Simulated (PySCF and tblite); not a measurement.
Results of a calculation; reference values are marked as such.
C₇H₃NOS, numbered as in [CH:1]#[C:2][c:3]1[cH:4][c:5]([OH:6])[s:7][c:8]1[C:9]#[N:10].

Level: PBE0-D3(BJ)/pcSseg-1 (IEF-PCM, cyclohexane)//GFN2-xTB, thermal terms from GFN2-xTB, symmetry numbers and mirror pairs counted. Conformers within 3 kcal/mol (GFN2-xTB free energy) were kept, 10 at most. Codes: tblite and PySCF.

Rotational constants are equilibrium values for the commonest isotopes; dipoles come from the energy level named and are polarised by its solvent model.

Torsions listed: S7–C5–O6–H6.

| conformer | shape | symmetry |
| --- | --- | --- |
| 1 | 180° | Cs |
| 2 | 0° | Cs |

**Question.** Give the rotational constants and dipole components.

**Answer.** 
| conformer | A (MHz) | B (MHz) | C (MHz) | abs μa (D) | abs μb (D) | abs μc (D) | κ | Ic−Ia−Ib (u Å²) |
| --- | --- | --- | --- | --- | --- | --- | --- | --- |
| 1 | 1806 | 988 | 638 | 4.32 | 5.18 | 0.00 | -0.40 | 0.0 |
| 2 | 1810 | 987 | 638 | 4.79 | 2.17 | 0.00 | -0.41 | 0.0 |
